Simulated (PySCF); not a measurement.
# Radial density of Co²⁺ (cobalt, charge +2)

B2PLYP, [Ar] 3d7, high-spin 4F determinant. Computed with PySCF 2.14 in aug-cc-pVDZ-DK (7s6p4d2f, 59 functions), with the spin-free X2C one-electron Hamiltonian (Gaussian nucleus).

```csv
r (bohr),4πr²ρ (e/bohr),4πr²(ρα − ρβ)
0.000997,0.2423,0.0000
0.00168,0.6091,0.0000
0.00282,1.499,0.0000
0.00474,3.557,0.0001
0.00798,7.948,0.0001
0.0134,15.95,0.0003
0.0226,26.58,0.0006
0.0380,32.72,0.0013
0.0639,27.82,0.0057
0.107,27.53,0.0372
0.181,36.71,0.2370
0.304,21.07,1.1032
0.511,16.17,2.6796
0.860,15.54,2.6470
1.45,3.860,0.9871
2.43,0.3687,0.1217
4.09,0.005827,0.0006
6.88,1.841e-05,0.0000
```

Densities and radii are taken from the X2C orbitals without a picture-change correction, which distorts them close to the nucleus.
